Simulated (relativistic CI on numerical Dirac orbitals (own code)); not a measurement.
## Ligand-field terms of d6

Computed with a parametric ligand-field model of a d^n configuration (Racah B and C, spin-orbit zeta, crystal field), exact diagonalisation.

Field parameters in Wybourne normalisation: Td as Oh with Dq negative (B⁴₀ = 21Dq, B⁴₄ = √(5/14) B⁴₀). The field is a parameter set, without covalency.

(1) Ground term and bands for B = 880, C = 4280, ζ = 0 cm⁻¹, Td, 10Dq = -2460 cm⁻¹?

(2) Ground term and bands for B = 880, C = 4280, ζ = 0 cm⁻¹, Td, 10Dq = -9590 cm⁻¹?

(3) Ground term and bands for B = 880, C = 4280, ζ = 0 cm⁻¹, Td, 10Dq = -11180 cm⁻¹?

(4) Ground term and bands for B = 880, C = 4280, ζ = 0 cm⁻¹, Td, 10Dq = -7220 cm⁻¹?

(5) Ground term and bands for B = 880, C = 4280, ζ = 0 cm⁻¹, Td, 10Dq = -8800 cm⁻¹?

Answers

(1) Ground term 5E with 3.00 electrons in the two orbitals of the cubic e set. Spin-allowed: 5T2 2460 cm⁻¹. Lowest spin-forbidden: 3T1 19937 cm⁻¹ (502 nm), 3E 20996 cm⁻¹ (476 nm), 3T2 22209 cm⁻¹ (450 nm).

(2) Ground term 5E with 3.00 electrons in the two orbitals of the cubic e set. Spin-allowed: 5T2 9590 cm⁻¹ (1043 nm). Lowest spin-forbidden: 3T1 14461 cm⁻¹ (692 nm), 3E 21371 cm⁻¹ (468 nm), 3T1 22676 cm⁻¹ (441 nm).

(3) Ground term 5E with 3.00 electrons in the two orbitals of the cubic e set. Spin-allowed: 5T2 11180 cm⁻¹ (894 nm). Lowest spin-forbidden: 3T1 13057 cm⁻¹ (766 nm), 3E 21409 cm⁻¹ (467 nm), 3T1 22676 cm⁻¹ (441 nm).

(4) Ground term 5E with 3.00 electrons in the two orbitals of the cubic e set. Spin-allowed: 5T2 7220 cm⁻¹ (1385 nm). Lowest spin-forbidden: 3T1 16484 cm⁻¹ (607 nm), 3E 21296 cm⁻¹ (470 nm), 3T1 22680 cm⁻¹ (441 nm).

(5) Ground term 5E with 3.00 electrons in the two orbitals of the cubic e set. Spin-allowed: 5T2 8800 cm⁻¹ (1136 nm). Lowest spin-forbidden: 3T1 15146 cm⁻¹ (660 nm), 3E 21349 cm⁻¹ (468 nm), 3T1 22677 cm⁻¹ (441 nm).
